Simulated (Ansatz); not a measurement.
Geometry optimisation, RKS B3LYP/def2-SVP (Ansatz 0.2.0).

Input file:

```yaml
crystal:
  periodic: [false, false, false]
  atoms:
    - { symbol: C, position_ang: [-0.9464, -1.6758, 0.7796] }
    - { symbol: Al, position_ang: [0.2588, -0.1666, 0.2875] }
    - { symbol: "N", position_ang: [1.4821, 0.6664, -0.9553] }
    - { symbol: C, position_ang: [0.6948, 1.6292, -0.2714] }
    - { symbol: F, position_ang: [-0.2469, 2.2386, -1.1611] }
    - { symbol: F, position_ang: [1.3145, 2.4678, 0.5865] }
    - { symbol: H, position_ang: [-0.3998, -2.5707, 0.9139] }
    - { symbol: H, position_ang: [-1.6958, -1.7469, -0.055] }
    - { symbol: H, position_ang: [-1.5197, -1.3547, 1.7501] }
    - { symbol: H, position_ang: [1.1415, 0.4615, -1.8719] }
basis:
  gaussian: { orbitals: def2-SVP }
hamiltonian:
  xc: b3lyp
relax:
  f_tol: 0.02
  max_steps: 40
scf:
  lower_state_search: "off"
```

Command:

```bash
$ ansatz run input.yaml --threads 2 --pin off --max-ram 3072MiB --backend cpu --events-out ev --progress --plain --runs-dir out
```

Problem. Where does it end, and by what steps?

Solution. It converged. After 10 steps the energy has fallen by 1.328 eV; H10 moved furthest, 0.71 Å.

```tsv
step	energy less start (eV)	largest force component (eV/Å)	accepted
0	0.0000	2.587	yes
1	-0.6111	1.561	yes
2	-0.8574	1.635	yes
3	-1.0036	2.685	yes
4	-1.0615	1.469	yes
5	-1.2579	0.674	yes
6	-1.3163	0.380	yes
7	-1.3243	0.073	yes
8	-1.3256	0.193	yes
9	-1.3278	0.023	yes
10	-1.3279	0.019	yes
```

```xyz
10
Properties=species:S:1:pos:R:3
C -0.997 -1.700 0.824
Al -0.133 -0.096 0.145
N 1.074 0.530 -0.985
C 0.517 1.668 -0.331
F -0.084 2.563 -1.181
F 1.433 2.420 0.361
H -0.309 -2.561 0.790
H -1.880 -1.948 0.210
H -1.339 -1.567 1.863
H 1.800 0.639 -1.693
```

Whether the end is a true minimum wasn't checked by a vibrational analysis.

The run took 43 s on 2 threads of Arm Neoverse N1 (shared host), peak memory 0.2 GiB.
